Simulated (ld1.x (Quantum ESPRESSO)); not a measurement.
# Logarithmic derivatives: carbon (C), TM

carbon (C), norm-conserving Troullier–Martins (Kleinman–Bylander form), made with ld1.x (Quantum ESPRESSO) 7.5 (PBE, scalar-relativistic). Core [He], reference 2s2 2p2. Waves: 2s (bound): rc 1.72 bohr; 2p (bound): rc 2.90 bohr; 3d channel at 0.35 Ry: rc 3.00 bohr. Local part: the d channel. Core correction: none.

The phase is arctan(r·u′/u) with u = r·R(r), unwrapped; energies in Ry, scanned from -3 to 5 Ry. A pole is an energy at which the radial function vanishes at the test radius. The pseudo phase is shifted by a multiple of π to meet the all-electron one at the reference energy, and phase errors are pseudo minus all-electron; the curves can meet again beyond the range given. Levels narrower than the energy grid can be missing from the lists of poles.

Q: For each channel, where are the poles, and over which energies does the pseudopotential scatter like the atom?

A:

```tsv
channel	radius (bohr)	reference energy (Ry)	poles, all-electron	poles, pseudo	unbroken range about the reference energy with phases within 0.05 rad	phase error 1 Ry above the reference energy (rad)
s	3.25	-1.01	-0.91, 2.58	-0.91, 2.44	below 0.5	-0.005
p	3.25	-0.39	-0.23, 2.71	-0.23, 3.04	below 0.7	+0.038
d	3.25	0.35	2.01	2.04	below 3.0	+0.005
```

Phases in the p channel:

```csv
E (Ry),all-electron,pseudo
-3.00,1.389,1.389
-2.76,1.381,1.381
-2.52,1.371,1.371
-2.28,1.360,1.360
-2.04,1.346,1.346
-1.80,1.329,1.330
-1.56,1.307,1.308
-1.32,1.277,1.278
-1.08,1.230,1.232
-0.84,1.140,1.142
-0.60,0.825,0.829
-0.36,-1.221,-1.221
-0.12,-1.682,-1.679
0.12,-1.824,-1.817
0.36,-1.948,-1.933
0.60,-2.128,-2.091
0.84,-2.494,-2.387
1.08,-3.294,-3.034
1.32,-4.025,-3.833
1.56,-4.342,-4.238
1.80,-4.492,-4.425
2.04,-4.579,-4.528
2.28,-4.638,-4.594
2.52,-4.683,-4.641
2.76,-4.720,-4.678
3.00,-4.753,-4.708
3.24,-4.786,-4.735
3.48,-4.821,-4.760
3.72,-4.862,-4.785
3.96,-4.915,-4.811
4.20,-4.994,-4.840
4.44,-5.133,-4.875
4.68,-5.448,-4.920
4.92,-6.287,-4.983
```
